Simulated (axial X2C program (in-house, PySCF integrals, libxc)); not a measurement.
Outer orbitals of RuH⁻ at 1.589 Å, HF

Computed with an in-house relativistic program for diatomic molecules. Spin-free means the one-electron spin-free X2C Hamiltonian; two-component (2c) means X2C with spin–orbit coupling and atomic mean-field two-electron Coulomb and Gaunt terms, so the difference of the two also holds small scalar two-electron terms. Basis: Ru dyall-acv3z [13s13p9d5f3g], H dyall-av3z [7s3p2d] (cores contracted in-house); Gaussian nuclei, density fitting, unrestricted open shells. Masses: Ru 101.904 u, H 1.008 u.

The distance is close to the 2c PBE0 minimum; the highest filled and lowest empty levels are listed.

Spin-free orbitals, state M_S = 1, Λ = 0 (beyond evenly filled blocks: δ+α, δ-α) (Löwdin shares):

| symmetry | occupied | ε (eV) | atomic character |
| --- | --- | --- | --- |
| δ-α | yes | -8.49 | 99% Ru d |
| δ+α | yes | -8.49 | 99% Ru d |
| σα | yes | -8.47 | 71% Ru d, 24% H s, 3% Ru p |
| σβ | yes | -7.60 | 59% H s, 17% Ru d, 12% Ru s |
| π-α | yes | -7.00 | 95% Ru d, 3% H p |
| π+α | yes | -7.00 | 95% Ru d, 3% H p |
| π+β | yes | -5.19 | 95% Ru d, 3% H p |
| π-β | yes | -5.19 | 95% Ru d, 3% H p |
| σα | yes | -4.35 | 43% Ru s, 35% H s, 15% Ru d |
| σβ | yes | -0.12 | 57% Ru s, 37% Ru p, 5% H s |
| σβ | no | 1.96 | 72% Ru p, 26% Ru s |
| π-β | no | 2.00 | 100% Ru p |
| π+β | no | 2.00 | 100% Ru p |
| σα | no | 2.00 | 72% Ru p, 25% Ru s, 3% H s |

Spinors with spin–orbit coupling (state Ω = 1):

```
   ω  occupied  ε (eV)             atomic character     λ mixture
-3/2       yes   -8.60                     99% Ru d        100% δ
 1/2       yes   -8.49   71% Ru d, 24% H s, 3% Ru p        100% σ
 5/2       yes   -8.29                     99% Ru d        100% δ
-1/2       yes   -7.69  51% H s, 29% Ru d, 10% Ru s  88% σ, 12% π
-1/2       yes   -6.99    84% Ru d, 8% H s, 2% Ru s  87% π, 13% σ
 3/2       yes   -6.95             95% Ru d, 3% H p   98% π, 2% δ
 1/2       yes   -5.30             94% Ru d, 3% H p   99% π, 1% σ
-3/2       yes   -5.15             95% Ru d, 3% H p        100% π
 1/2       yes   -4.33  43% Ru s, 35% H s, 15% Ru d        100% σ
-1/2       yes   -0.12   56% Ru s, 37% Ru p, 5% H s        100% σ
-1/2        no    1.97           72% Ru p, 26% Ru s        100% σ
 1/2        no    2.00                    100% Ru p        100% π
-3/2        no    2.00                    100% Ru p        100% π
 1/2        no    2.01   72% Ru p, 25% Ru s, 2% H s        100% σ
```

Mulliken charges and populations of the two-component result (they depend on the basis, above all on diffuse functions):

Ru -0.96 e (s 9.65 p 18.33 d 16.97 f 0.01), H -0.04 e (s 0.99 p 0.04 d 0.01). ⟨Lz⟩ = 0.03 ħ and ⟨Sz⟩ = 0.97 ħ (0.98 and -0.01 on the two atoms), which add up to Ω.

The state is one determinant whose occupation by symmetry is held fixed; it was picked as the lowest of a PBE0 search that is not exhaustive. Other states lie close and PBE0, whose exact exchange favours high spin, may order them wrongly; the determinant shown need not be the ground state. The nearest other spin-free determinant of the search, M_S = 1, Λ = 3, lies 0.28 eV up at the distance of the search. With several unpaired electrons one determinant need not be a pure state. Open-shell Ω = 0 determinants with evenly filled partner blocks cannot be reached by this program, so the Ω shown need not be the lowest component. The determinant is spin-polarised beyond a pure state at some levels (its spin-free form has ⟨S²⟩ too high), which makes Re and μ there less reliable.
